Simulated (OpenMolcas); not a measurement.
# Ir6+: moving or changing the point charges

Ir6+ among 2 point charges of -1 e arranged as a linear pair (D∞h), 2.17 Å from the ion.
```
   0.0000    0.0000    2.1700  -1.00
   0.0000    0.0000   -2.1700  -1.00
```

```
Program             : OpenMolcas
Method              : SS-CASPT2, IPEA 0.25 Eh, imaginary shift 0.1 Eh (closed shells correlated: 5s 5p)
Basis               : ANO-RCC-VDZP [7s6p4d2f]
Scalar Hamiltonian  : DKH2, point nucleus
Active space        : 3 electrons in 5 orbitals (5d)
State averaging     : 2S+1 = 4 even, 10 roots; 2S+1 = 2 even, 40 roots
Spin-orbit coupling : state interaction with AMFI integrals over the reference wave functions
```

Runs around this geometry, states (labels by Λ). Energies in cm-1 above the lowest state or level, χT in cm3 K/mol.

```
R (Å)  q (e)  Ground state  First state of that spin  First gap with spin-orbit (degeneracies)  χT at 300 K  First state of another spin
 2.17   -0.5            4Π                    4Σ 340                               1490 (2, 2)        0.095                     2Γ 14800
 1.99     -1            4Π                   4Σ 1330                               3670 (2, 2)        0.085                     2Φ 15440
 2.17     -1            4Π                    4Σ 730                               2950 (2, 2)        0.087                     2Γ 15290
 2.32     -1            4Π                    4Σ 460                               2470 (2, 2)        0.089                     2Γ 15050
```

Taking the first state of the same spin as R^-n, n = -ln(460 / 1330) / ln(2.32 / 1.99) = 6.9 between the shortest and longest distance.

Scaling the charges by -0.5 / -1 = 0.50 scales the first state of the same spin by 340 / 730 = 0.47; with fixed orbitals a first-order splitting would follow the charge.

Roots that are degenerate in the reference are averaged as groups; the widest CASPT2 spread within a group is 31 cm-1 (the 2-fold group of multiplicity 2 near 36000 cm-1 above the lowest state of its run, R = 2.17, q = -1). Shifts and gaps below about the spread of the groups concerned are not significant. Free-ion shares, where given, are those of the reference states; single-state CASPT2 does not remix them. Spin-orbit coupling mixes the spin-free states strongly: the lowest level takes only 37 % from its leading state, 4Π (figures for R = 2.17, q = -0.5; the like holds for R = 1.99, q = -1, R = 2.17, q = -1, R = 2.32, q = -1). The ground term spreads over less than 5000 cm-1, several times less than with real ligands, so orbital moments are less quenched and χT lies further from the spin-only value than at real sites (holds for R = 2.17, q = -0.5; R = 2.17, q = -1; R = 2.32, q = -1). Point charges carry no covalency, so the field is a model and not that of real ligands. No measured value stands beside these numbers.
